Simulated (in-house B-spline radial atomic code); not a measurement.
Configurations of Er5+, with energies counted from [Kr] 4d10 (4f5/2)6 (4f7/2)4 5s2 (5p1/2)2 (5p3/2)3. Method: Dirac-Hartree-Fock, average of each configuration as written, Fermi nucleus of rms radius 5.2516 fm. Calculated with an all-electron radial atomic-structure program (B-spline basis). Energies include first-order Breit, QED and recoil terms.

Occupations are held fixed; configurations that lie above the ionisation limit could autoionise.

```json
{"configuration": "[Kr] 4d10 (4f5/2)5 (4f7/2)6 5s2 (5p1/2)1 (5p3/2)3", "E - E(ref) (eV)": "25.243", "highest orbital": "4f7/2", "its <r> (bohr)": "0.7303"}
{"configuration": "[Kr] 4d10 (4f5/2)6 (4f7/2)4 5s2 (5p1/2)1 (5p3/2)3 (5d5/2)1", "E - E(ref) (eV)": "40.601", "highest orbital": "5d5/2", "its <r> (bohr)": "1.776"}
{"configuration": "[Kr] 4d10 (4f5/2)2 (4f7/2)7 5s2 (5p1/2)2 (5p3/2)3 8s1", "E - E(ref) (eV)": "67.424", "highest orbital": "8s1/2", "its <r> (bohr)": "6.794"}
{"configuration": "[Kr] 4d10 (4f5/2)1 (4f7/2)8 5s2 (5p1/2)1 (5p3/2)4 (7d3/2)1", "E - E(ref) (eV)": "71.607", "highest orbital": "7d3/2", "its <r> (bohr)": "5.975"}
{"configuration": "[Kr] 4d10 (4f5/2)5 (4f7/2)5 5s2 (5p1/2)1 (5p3/2)3 8s1", "E - E(ref) (eV)": "82.243", "highest orbital": "8s1/2", "its <r> (bohr)": "6.828"}
{"configuration": "[Kr] 4d10 (4f5/2)4 (4f7/2)6 5s2 (5p1/2)1 (5p3/2)3 (6g7/2)1", "E - E(ref) (eV)": "87.84", "highest orbital": "6g7/2", "its <r> (bohr)": "7.233"}
```

Task: Order these further configurations by energy, lowest first.
A. [Kr] 4d10 (4f5/2)3 (4f7/2)7 5s2 (5p1/2)2 (5p3/2)3
B. [Kr] (4d3/2)4 (4d5/2)5 (4f5/2)6 (4f7/2)4 5s2 (5p1/2)2 (5p3/2)3 (6f5/2)1
C. [Kr] 4d10 (4f5/2)5 (4f7/2)4 5s2 (5p1/2)1 (5p3/2)4 (8g9/2)1
D. [Kr] 4d10 (4f5/2)5 (4f7/2)4 5s2 (5p1/2)2 (5p3/2)3 (6d5/2)1
E. [Kr] (4d3/2)3 (4d5/2)6 (4f5/2)4 (4f7/2)6 5s2 (5p1/2)2 (5p3/2)3 (9g7/2)1

Result: A (4.2501 eV), D (52.74 eV), C (82.594 eV), B (231.56 eV), E (259 eV).

Task: How far above the reference does [Kr] 4d10 (4f5/2)6 (4f7/2)4 5s2 (5p1/2)1 (5p3/2)4 lie?

Result: 7.0002 eV; its least bound orbital is 4f7/2 with <r> = 0.7112 bohr.

Task: How far above the reference does [Kr] 4d10 (4f5/2)5 (4f7/2)5 5s2 (5p1/2)2 (5p3/2)3 lie?

Result: 2.3803 eV; its least bound orbital is 4f7/2 with <r> = 0.7092 bohr.
